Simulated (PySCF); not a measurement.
A GIAO shielding run with PySCF 2.14.0 with density-fitted response routines (density fitting, non-relativistic, gas phase) on SMILES C=C[Si-](C#N)CC, [C$_{5}$H$_{8}$NSi]-:

```
$ OMP_NUM_THREADS=1 python probes_run.py task.json out

{"job": {"kind": "nmr", "xc": "PBE0", "basis": "pcSseg-1"}, "charge": -1, "multiplicity": 1}
C      2.134268     0.811117    -0.606593
C      1.740309    -0.067032     0.315198
Si     0.403437    -1.352974     0.109902
C     -0.256499    -1.524404     1.828293
N     -0.596227    -1.921958     2.864598
C     -1.040894    -0.511324    -0.836774
C     -1.601109     0.723588    -0.146581
H      3.016938     1.436354    -0.503844
H      1.572039     0.962999    -1.518482
H      2.377732    -0.184244     1.191582
H     -0.687833    -0.238914    -1.837678
H     -1.847086    -1.238508    -0.987551
H     -0.813677     1.463645    -0.001124
H     -1.999951     0.455625     0.832296
H     -2.405861     1.194019    -0.725155
```

Hardware: 1 thread of an Intel Xeon, shared host. The job also computes population analyses, field gradients.

Problem. How large is the calculation?

Solution. 60 electrons, 166 basis functions and 876 auxiliary functions.

Problem. How long does it take, and how much memory does it need?

Solution. 28 s of wall time, with 14 SCF cycles and 5 response iterations; peak memory 0.83 GiB. Times on a shared host scatter by some tens of per cent.
